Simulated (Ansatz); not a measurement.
Born–Oppenheimer molecular dynamics of CCl$_{2}$Si (4 atoms, charge 0, multiplicity 1). It starts from a relaxed structure.

All numbers below come from RKS LDA/def2-SVP in Ansatz 0.2.0.

```
ensemble        : NVT, Langevin thermostat
time step       : 2 fs
steps asked     : 166
set temperature : 700 K
friction        : 0.02 /fs
seed            : 283174
```

Frames 10 fs apart, positions in Å, forces in eV/Å.

Velocities at 100.0 fs (Å/ps):

```
Cl 2.94 4.18 1.97
C 4.19 -5.24 7.88
Si -3.74 -4.42 1.44
Cl 3.21 9.91 6.88
```

```xyz
4
Properties=species:S:1:pos:R:3:forces:R:3 time_fs=100.0 energy_less_start_eV=0.103 T=889
Cl 1.506 -0.574 2.022 0.83 -0.33 0.97
C 0.724 -0.245 0.672 -0.60 -0.32 0.23
Si 0.344 0.622 -0.693 0.17 0.73 -0.94
Cl -1.565 0.352 -1.367 -0.40 -0.08 -0.26
4
Properties=species:S:1:pos:R:3:forces:R:3 time_fs=110.0 energy_less_start_eV=0.205 T=764
Cl 1.544 -0.550 2.062 0.38 -0.09 -0.03
C 0.764 -0.287 0.659 -0.47 -0.15 0.52
Si 0.318 0.599 -0.698 2.23 0.50 0.34
Cl -1.536 0.461 -1.320 -2.13 -0.25 -0.82
4
Properties=species:S:1:pos:R:3:forces:R:3 time_fs=120.0 energy_less_start_eV=0.174 T=550
Cl 1.594 -0.549 2.085 -0.12 0.02 -0.98
C 0.797 -0.342 0.639 -0.08 -0.25 1.39
Si 0.330 0.598 -0.677 1.21 0.43 0.00
Cl -1.569 0.555 -1.319 -1.01 -0.19 -0.42
4
Properties=species:S:1:pos:R:3:forces:R:3 time_fs=130.0 energy_less_start_eV=0.195 T=577
Cl 1.637 -0.549 2.123 0.17 -0.11 -0.37
C 0.813 -0.442 0.705 -0.98 0.90 -0.68
Si 0.340 0.574 -0.654 0.60 -0.52 0.94
Cl -1.619 0.625 -1.338 0.21 -0.27 0.11
4
Properties=species:S:1:pos:R:3:forces:R:3 time_fs=140.0 energy_less_start_eV=0.215 T=472
Cl 1.669 -0.572 2.136 -0.48 -0.15 -1.23
C 0.761 -0.487 0.720 0.17 0.21 1.28
Si 0.345 0.522 -0.593 -0.68 0.25 -0.43
Cl -1.644 0.683 -1.339 1.00 -0.32 0.38
4
Properties=species:S:1:pos:R:3:forces:R:3 time_fs=150.0 energy_less_start_eV=0.238 T=708
Cl 1.696 -0.600 2.077 0.64 -0.38 0.62
C 0.733 -0.543 0.782 -0.92 0.63 -0.68
Si 0.351 0.450 -0.566 -1.01 0.18 -0.49
Cl -1.645 0.730 -1.353 1.28 -0.43 0.56
4
Properties=species:S:1:pos:R:3:forces:R:3 time_fs=160.0 energy_less_start_eV=0.182 T=980
Cl 1.748 -0.661 2.000 0.45 -0.42 0.47
C 0.676 -0.558 0.785 -0.47 0.30 0.00
Si 0.337 0.394 -0.571 -0.97 0.55 -0.96
Cl -1.596 0.775 -1.390 0.99 -0.43 0.49
4
Properties=species:S:1:pos:R:3:forces:R:3 time_fs=170.0 energy_less_start_eV=0.161 T=1276
Cl 1.821 -0.728 1.930 -0.82 -0.19 -0.75
C 0.625 -0.547 0.753 1.08 -0.41 1.91
Si 0.316 0.360 -0.603 0.22 0.67 -0.98
Cl -1.503 0.775 -1.391 -0.49 -0.06 -0.18
4
Properties=species:S:1:pos:R:3:forces:R:3 time_fs=180.0 energy_less_start_eV=0.210 T=798
Cl 1.884 -0.798 1.848 0.64 -0.39 0.70
C 0.644 -0.543 0.841 -0.95 1.28 -2.04
Si 0.325 0.351 -0.654 1.86 -1.05 1.84
Cl -1.465 0.739 -1.410 -1.54 0.16 -0.50
4
Properties=species:S:1:pos:R:3:forces:R:3 time_fs=190.0 energy_less_start_eV=0.063 T=1099
Cl 1.938 -0.883 1.772 -0.54 -0.02 -0.23
C 0.671 -0.500 0.763 0.63 -0.06 0.45
Si 0.366 0.330 -0.681 0.30 0.10 -0.16
Cl -1.479 0.690 -1.457 -0.39 -0.02 -0.06
4
Properties=species:S:1:pos:R:3:forces:R:3 time_fs=200.0 energy_less_start_eV=0.051 T=963
Cl 1.980 -0.988 1.707 0.01 -0.08 0.18
C 0.769 -0.476 0.734 0.02 -0.10 0.15
Si 0.432 0.297 -0.729 -0.77 0.37 -0.73
Cl -1.519 0.637 -1.453 0.73 -0.19 0.40
4
Properties=species:S:1:pos:R:3:forces:R:3 time_fs=210.0 energy_less_start_eV=0.098 T=1157
Cl 2.021 -1.118 1.673 -0.34 0.36 -0.28
C 0.877 -0.405 0.719 0.03 -0.33 0.06
Si 0.486 0.293 -0.789 -0.84 0.14 -0.35
Cl -1.536 0.573 -1.448 1.15 -0.17 0.56
```

Of the whole run (332 fs, mean temperature of the second half 802 K): The mean temperature of the second half is 15 % above the set value. A run of 0.33 ps of so small a system gives no equilibrium averages.

Time of the run: 110 s on 1 thread of Arm Neoverse V1, on a shared host, peak memory 0.088 GiB.
